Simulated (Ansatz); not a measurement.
**Loss of Cl2: C2Cl3F3 → C2ClF3 + Cl2**

Species: C2Cl3F3 (1,1,2-trichlorotrifluoroethane) `FC(F)(Cl)C(F)(Cl)Cl`, singlet; C2ClF3 (chlorotrifluoroethylene) `FC(F)=C(F)Cl`, singlet; Cl2 (chlorine), singlet. 

Shapes, held fixed at every level: PBE0-D4/def2-TZVP. Flexible molecules stand in one conformer, not always the lowest. Programs: Ansatz 0.2.0. The zero-point and thermal change to 298 K, harmonic and unscaled (PBE0-D4/def2-TZVP), is -3.0 kJ/mol.

(1) Estimate the reaction enthalpy at 298 K.

Answers

(1) From tabulated heats of formation (Active Thermochemical Tables, CRC Handbook of Chemistry and Physics), ΔH(298 K) = +211.3 kJ/mol. Nearest: HF/def2-SVP (-0.2); farthest: SPW92/def2-TZVPP (+30.7). 4 of 8 levels lie within 10 kJ/mol. The heats of C2Cl3F3, C2ClF3 come from older tables and can be uncertain by 10 kJ/mol or more. The CBS estimate extrapolates MP2 from def2-TZVPP and def2-QZVPP and adds CCSD(T) − MP2 in the triple-zeta set, cores frozen.

| level | kind | ΔH (kJ/mol) | computed − measured |
| --- | --- | --- | --- |
| HF/def2-SVP | Hartree–Fock | +211.1 | -0.2 |
| SPW92/def2-TZVPP | LDA | +242.0 | +30.7 |
| r2SCAN0-D4/def2-TZVPP | global hybrid | +230.8 | +19.5 |
| wB97M-V/def2-TZVPP | range-separated hybrid | +221.2 | +9.9 |
| wB97X-V/def2-TZVPP | range-separated hybrid | +228.0 | +16.7 |
| MP2/def2-TZVPP | perturbation theory | +241.7 | +30.4 |
| CCSD/def2-TZVPP | coupled cluster or CI | +214.1 | +2.8 |
| CCSD(T)/CBS estimate | coupled cluster or CI | +219.5 | +8.2 |
